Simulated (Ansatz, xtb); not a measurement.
**ClGaH6O2Si2: which of two structures lies lower**

We compare a, `[SiH3][O][Ga]([Cl])[O][SiH3]`, a singlet, with b, a singlet given by its coordinates. Both are isolated molecules in the gas phase, relaxed with PBE0-D4/def2-SVP; the shapes shown needn't be the lowest conformers.

a (Å):

```xyz
12

Cl    2.5168   -5.0178   -0.0517
Ga    1.3744   -3.3697   -0.7224
O    -0.0132   -2.8330    0.2187
O     1.8221   -2.5508   -2.2151
Si   -1.2154   -1.6876    0.1746
Si    1.3450   -1.2673   -3.1555
H    -1.6561   -1.4380   -1.2347
H    -2.3756   -2.1836    0.9684
H    -0.7293   -0.3997    0.7550
H     0.9050   -0.1199   -2.3001
H     0.2080   -1.6622   -4.0408
H     2.5001   -0.8372   -3.9938
```

b (Å):

```tsv
atom	x (Å)	y (Å)	z (Å)
Cl	-1.0535	0.5022	-1.7213
Ga	0.4076	-1.0317	-1.2900
O	-0.6834	-0.9352	1.9336
O	1.3364	-0.6637	0.2015
Si	-1.6704	-1.9145	1.0597
Si	0.7835	-0.1608	1.6670
H	-1.8572	-3.2312	1.7261
H	-0.9819	-2.2315	-0.2741
H	-2.9644	-1.2702	0.7226
H	0.5361	1.3047	1.7178
H	1.7287	-0.5854	2.7321
H	0.8697	-2.0962	-2.3092
```

Close contacts (Å): Cl1–Ga2 2.16, Ga2–O4 1.80, O3–Si5 1.64, O3–Si6 1.68, O4–Si6 1.65, Ga2–H8 2.10, Ga2–H12 1.54, Si5–H7 1.49, Si5–H8 1.53, Si5–H9 1.48, Si6–H10 1.49, Si6–H11 1.49.

Problem. Estimate E(b) − E(a) at the level CCSD(T)/def2-SVP + ΔMP2/def2-TZVPP.

Solution. Calculated at CCSD(T)/def2-SVP + ΔMP2/def2-TZVPP: E(b) − E(a) = −0.777 eV, so structure b lies lower.

How the difference moves with the method:

```
                             level          geometry  E(b) − E(a) (eV)  departure from the last row (eV)  job, with rough time for the two
                  PBE0-D4/def2-SVP  PBE0-D4/def2-SVP              −0.752                            +0.025             optimisation, 3.3 min
                       HF/def2-SVP  PBE0-D4/def2-SVP              −0.463                            +0.314           part of the CCSD(T) run
                      MP2/def2-SVP  PBE0-D4/def2-SVP              −0.514                            +0.263           part of the CCSD(T) run
                  CCSD(T)/def2-SVP  PBE0-D4/def2-SVP              −0.516                            +0.261                      single point
CCSD(T)/def2-SVP + ΔMP2/def2-TZVPP  PBE0-D4/def2-SVP              −0.777                                               single point, 2.3 min
```

None of the levels shown reverses the order. The largest departure from CCSD(T)/def2-SVP + ΔMP2/def2-TZVPP is that of HF/def2-SVP, 0.314 eV. Levels run at GFN2-xTB geometries aren't shown. The last row adds to CCSD(T) the change of the MP2 difference between the two basis sets, here −0.261 eV, a large step that makes the value less sure.

With thermal terms from frequencies at re-optimised GFN2-xTB minima (ideal gas, soft modes damped towards free rotors, one conformer each, 298.15 K, 1 atm): on the last row, ΔE + ΔZPE = −0.770, ΔH = −0.793, ΔG = −0.732 eV.

The correlated steps freeze 26 core orbitals; the filled d shell of Ga is correlated, in a basis made for valence electrons. Codes used: Ansatz 0.2.0, xtb 6.7.1; the last row on 2 threads of Intel(R) Xeon(R) Platinum 8259CL CPU @ 2.50GHz (Skylake/Cascade Lake) on a shared host.
